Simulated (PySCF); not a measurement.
SbF₂, SMILES [Sb]([F])[F], multiplicity 2.

The structure is a stationary point at B3LYP-D3(BJ)/def2-TZVP. The multiplicity is an assumed one; other spin states were not compared. The isomer is the one that the SMILES or the coordinates give; other isomers of the formula were not compared. The def2 effective core potentials stand for the cores of Sb; spin–orbit coupling is left out.

All values below come from PBE/def2-TZVPD run with PySCF.

Gas-phase values at a fixed geometry.

Question: Estimate the frontier levels, dipole moment and polarisability. (The exact figures need the calculation; the answer reports its results.)

Answer: 
```json
{
  "α spin, highest occupied and lowest empty level": "-5.20 and -2.72 eV",
  "β spin, highest occupied and lowest empty level": "-8.83 and -3.93 eV",
  "dipole_moment": "3.05 D",
  "quadrupole, principal values (traceless, Buckingham form, about the centre of nuclear charge)": "-3.30, 0.87, 2.43 D·Å",
  "mean_static_polarisability": "41.8 bohr³ (6.20 Å³)",
  "polarisability_principal_values": "41.0, 41.6, 42.9 bohr³",
  "⟨S²⟩": "0.752 (pure state 0.75)"
}
```
